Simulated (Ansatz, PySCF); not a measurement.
Breaking a bond: H5AlO, SMILES [OH2+][AlH3-]. The Al1–O5 bond (Al1 also carries H, H, H; O5 carries H, H) is pulled apart rigidly from the PBE0/def2-TZVP optimised geometry.

- RKS-PBE = Ansatz (a quantum-chemistry and plane-wave program) with restricted PBE/cc-pVDZ
- UKS-PBE = unrestricted PBE/cc-pVDZ run with Ansatz
- UKS-wB97X-V = PySCF with unrestricted wB97X-V/cc-pVDZ
- UCCSD(T) = CCSD(T) on UHF/cc-pVDZ, 6 core orbitals frozen run with PySCF

Energies relative to the lowest point of each curve near equilibrium, in kcal/mol; the last columns give the difference from UCCSD(T):

| R / Å | RKS-PBE | UKS-PBE | UKS-wB97X-V | UCCSD(T) | RKS-PBE − UCCSD(T) | UKS-PBE − UCCSD(T) | UKS-wB97X-V − UCCSD(T) |
|---|---|---|---|---|---|---|---|
| 1.63 | 32.6 | 32.6 | 31.8 | 33.7 | -1.1 | -1.1 | -1.9 |
| 1.73 | 16.3 | 16.3 | 15.7 | 17.0 | -0.6 | -0.6 | -1.3 |
| 1.82 | 7.7 | 7.7 | 7.2 | 8.1 | -0.3 | -0.3 | -0.9 |
| 1.92 | 2.5 | 2.5 | 2.1 | 2.7 | -0.1 | -0.1 | -0.5 |
| 1.98 | 0.9 | 0.9 | 0.7 | 1.0 | -0.1 | -0.1 | -0.3 |
| 2.03 | 0.2 | 0.2 | 0.1 | 0.3 | 0.0 | 0.0 | -0.2 |
| 2.11 | 0.0 | 0.0 | 0.0 | 0.0 | 0.0 | 0.0 | 0.0 |
| 2.17 | 0.3 | 0.3 | 0.5 | 0.3 | 0.0 | 0.0 | 0.1 |
| 2.25 | 1.3 | 1.3 | 1.5 | 1.3 | 0.0 | 0.0 | 0.2 |
| 2.34 | 2.7 | 2.7 | 3.1 | 2.8 | 0.0 | 0.0 | 0.4 |
| 2.50 | 5.8 | 5.8 | 6.4 | 5.8 | 0.0 | 0.0 | 0.5 |
| 2.73 | 10.2 | 10.2 | 11.0 | 10.2 | 0.0 | 0.0 | 0.8 |
| 3.02 | 14.9 | 14.9 | 15.8 | 14.8 | 0.2 | 0.2 | 1.1 |
| 3.36 | 19.2 | 19.2 | 20.1 | 18.7 | 0.5 | 0.5 | 1.4 |
| 3.69 | 22.2 | 22.2 | 23.1 | 21.4 | 0.7 | 0.7 | 1.6 |
| 4.02 | 24.4 | 24.4 | 25.2 | 23.4 | 1.0 | 1.0 | 1.8 |
| 4.52 | 26.7 | 26.7 | 27.3 | 25.3 | 1.4 | 1.4 | 2.0 |
| 4.99 | 28.0 | 28.0 | 28.5 | 26.4 | 1.6 | 1.6 | 2.1 |
| 5.46 | 28.6 | 28.6 | 29.0 | 26.9 | 1.7 | 1.7 | 2.1 |
| 6.05 | 29.0 | 29.0 | 29.4 | 27.3 | 1.7 | 1.7 | 2.1 |
| 7.17 | 29.2 | 29.2 | 29.7 | 27.5 | 1.7 | 1.7 | 2.1 |

RKS-PBE is furthest from UCCSD(T) at 6.05 (1.7 kcal/mol, above); its mean absolute difference over the points is 0.6 kcal/mol.

UKS-PBE is furthest from UCCSD(T) at 6.05 (1.7 kcal/mol, above); its mean absolute difference over the points is 0.6 kcal/mol.

UKS-wB97X-V is furthest from UCCSD(T) at 7.17 (2.1 kcal/mol, above); its mean absolute difference over the points is 1.1 kcal/mol.
